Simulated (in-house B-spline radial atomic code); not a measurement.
Si II (Si+) is squeezed into an impenetrable sphere of radius R (the orbitals vanish at R). No spin polarisation. Caution: exact exchange at fractional occupations of open shells leaves self-interaction of up to several eV. Method: non-relativistic B3LYP, spherical fractional occupations, point nucleus. Calculated with a radial B-spline atomic code at the basis-set limit.

Energies in eV above the free ion in [Ne] 3s2 3p1:

| R (bohr) | highest level (eV) | [Ne] 3s2 3p1 | [Ne] 3s2 3d1 | [Ne] 3s1 3p2 | -dE/dV in [Ne] 3s2 3p1 (GPa) |
| --- | --- | --- | --- | --- | --- |
| 8.36 | -11.2 | 0.005596 | 8.45 | 8.408 | 0.0107 |
| 6.34 | -11 | 0.1233 | 9.265 | 8.577 | 0.402 |
| 4.9 | -9.81 | 1.119 | 11.62 | 9.906 | 6.19 |
| 4.44 | -8.77 | 2.283 | 13.49 | 11.36 | 15.5 |
| 3.53 | -3.83 | 9.535 | 22.58 | 19.82 | 105 |
| 3.09 | 1.65 | 19.38 | 33.35 | 30.74 | 285 |
| 2.44 | 19.9 | 58.3 | 72.15 | 72.03 | 1500 |
| 2 | 49.7 | 132.2 | 141.4 | 147.6 | 5640 |
| 1.81 | 72.7 | 194.6 | 198.3 | 209.9 | 10800 |
| 1.27 | 232 | 702.4 | 654.8 | 703.8 | 102000 |

Question: Does [Ne] 3s2 3d1 fall below [Ne] 3s2 3p1 under compression?

Answer: Yes, between R = 1.81 and 1.27 bohr the order changes (near 1.77 bohr by linear interpolation).

Question: Does [Ne] 3s1 3p2 fall below [Ne] 3s2 3p1 under compression?

Answer: No, it stays above over the whole range.

The highest level is first positive in the row R = 3.09 bohr, pushed up by confinement above the zero of the free ion's potential. Each configuration is held fixed and needn't be the lowest in the sphere.
